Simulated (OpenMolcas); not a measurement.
Ir5+ among 6 point charges of -1.2 e arranged as a trigonal antiprism (D3d), 2 Å from the ion, with a polar angle of 55.8° against the regular 54.74°.

```json
{
  "Program": "OpenMolcas 26.06",
  "Method": "CASSCF",
  "Basis": "ANO-RCC-VTZP [8s7p5d3f1g]",
  "Scalar Hamiltonian": "DKH2, point nucleus",
  "Active space": "4 electrons in 5 orbitals (5d)",
  "State averaging": "2S+1 = 5 even, 5 roots; 2S+1 = 3 even, 45 roots; 2S+1 = 1 even, 50 roots",
  "Spin-orbit coupling": "state interaction with AMFI integrals over the reference wave functions"
}
```

Task: What is the spin-free ground state (labels of D3, the rotations of D3d)?

Result: 5E, 2-fold in its orbital part, 100 % from free-ion D terms; it has the highest spin that d4 allows.

Task: Where is the first state of the same spin?

Result: 5E at 4800 cm-1 above the ground state.

Task: What are the lowest two levels with spin-orbit coupling?

Result: A 1-fold level A1, then a 1-fold level A2 4947 cm-1 above it. Their leading multiplicities are 5 (65 %) and 5 (85 %).

Task: What is χT at 300 K?

Result: 0.05 cm3 K/mol.

Spin-orbit coupling mixes the spin-free states strongly: the lowest level takes only 37 % from its leading state, 5E. Without dynamic correlation the repulsion within the d shell is too large (B by tens of per cent), so at a given field states of lower spin stand too high. Point charges give a weaker field than real ligands, and real ions of this kind are as a rule low spin; the high spin found here belongs to the model. Point charges carry no covalency, so the field is a model and not that of real ligands. No measured value stands beside these numbers.
